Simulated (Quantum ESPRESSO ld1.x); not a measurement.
Species: Zr+. Configuration: [Kr] 4d2 5s1. All-electron calculation, scalar-relativistic Kohn-Sham, LDA (Slater exchange, Perdew-Wang correlation), spin-polarised, spherical densities, point nucleus; open shells are filled with parallel spins first. Program: ld1.x of Quantum ESPRESSO 7.5. Some entries of the table are withheld. Estimate them.

| orbital | occ. | eigenvalue (Ry) | <r> (bohr) | r(max) (bohr) |
|---|---|---|---|---|
| 1s up | 1 | -1308.7008 | 0.03711 | 0.024 |
| 1s down | 1 | -1308.6994 | 0.03711 | 0.024 |
| 2s up | 1 | -181.7977 | 0.1628 | 0.137 |
| 2s down | 1 | -181.7855 | 0.1628 | 0.137 |
| 2p up | 3 | -162.3013 | 0.1418 | 0.110 |
| 2p down | 3 | -162.2918 | 0.1418 | 0.110 |
| 3s up | 1 | -30.1579 | 0.4594 | 0.408 |
| 3s down | 1 | -30.1480 | 0.4594 | 0.408 |
| 3p up | 3 | -23.8081 | 0.4628 | 0.401 |
| 3p down | 3 | -23.7974 | 0.4628 | 0.401 |
| 3d up | 5 | -13.3511 | 0.4529 | 0.347 |
| 3d down | 5 | -13.3371 | 0.4527 | 0.347 |
| 4s up | 1 | -4.5293 | 1.214 | 1.07 |
| 4s down | 1 | -4.4545 | 1.209 | 1.07 |
| 4p up | 3 | -2.9161 | 1.371 | 1.18 |
| 4p down | 3 | -2.8297 | 1.362 | 1.17 |
| 4d up | 2 | (1) | (2) | (3) |
| 5s up | 1 | -0.7892 | 3.343 | 2.97 |
| 4d down | 0 | (4) | (5) | (6) |
| 5s down | 0 | -0.6740 | 3.471 | 3.01 |
| 5p up | 0 | -0.5003 | 4.105 | 3.62 |
| 5p down | 0 | -0.4126 | 4.426 | 3.80 |
| 6s up | 0 | -0.2206 | 7.693 | 7.09 |
| 6s down | 0 | -0.2007 | 8.219 | 7.62 |

Answer. 
(1) 4d up eigenvalue (Ry): -0.7903
(2) 4d up <r> (bohr): 2.138
(3) 4d up r(max) (bohr): 1.60
(4) 4d down eigenvalue (Ry): -0.6748
(5) 4d down <r> (bohr): 2.135
(6) 4d down r(max) (bohr): 1.58
